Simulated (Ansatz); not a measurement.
`C#[C][AlH][OH]` + CH₃NH₂ → `C[NH][AlH][OH]` + `C#C` at 500 K and 1 bar (ligand exchange at the Al–C bond).

Computed with Ansatz on PBE0-D4/def2-TZVP structures; ΔE is electronic, products minus reactants. CCSD(T)/CBS adds triple-zeta CCSD(T) − MP2 to the extrapolated MP2 energy (def2 sets, frozen cores). This one scheme is used for every species. One conformer a species, not always the lowest.

```tsv
species	CCSD(T)/CBS energy (Eh)	H − E (kJ/mol)	S (J/(mol·K))
`C#[C][AlH][OH]`	-395.10198	141.2	360.6
CH₃NH₂	-95.75281	191.8	270.3
`C[NH][AlH][OH]`	-413.63722	239.9	386.9
`C#C`	-77.22717	90.7	225.3
```

H − E and S are ideal-gas, rigid-rotor, harmonic terms from PBE0-D4/def2-TZVP, for one conformer and one mirror image of each species. 1 Eh = 2625.50 kJ/mol, R = 8.31446 J/(mol·K).

Task: By hand: ΔE, ΔH, ΔS and ΔG.

Result: ΔE = (-413.63722) + (-77.22717) − (-395.10198) − (-95.75281) = -0.00960 Eh = -25.2 kJ/mol. Δ(H − E) = 239.9 + 90.7 − 141.2 − 191.8 = -2.4, so ΔH = -27.6 kJ/mol. ΔS = 386.9 + 225.3 − 360.6 − 270.3 = -18.7 J/(mol·K). ΔG = -27.6 − 500 × (-18.7)/1000 = -18.2 kJ/mol.

Task: By hand: the equilibrium constant, and the temperature at which ΔG would vanish if ΔH and ΔS stayed fixed.

Result: log₁₀ K = −ΔG/(RT ln 10) = 1.9. ΔG = 0 at ΔH/ΔS = 1476 K, though so small a ΔS makes that figure unsure.

TΔS isn't small against ΔH here. A doubt of 5 kJ/mol in ΔE shifts log₁₀ K by 0.5 here. Other conformers and mirror images would add mixing entropy, several J/(mol·K) or more a flexible species. These are equilibria of isolated gas molecules and say nothing of rates. Largest T1 diagnostic: 0.014 (customary marks: 0.02 for closed shells, 0.045 for open ones).
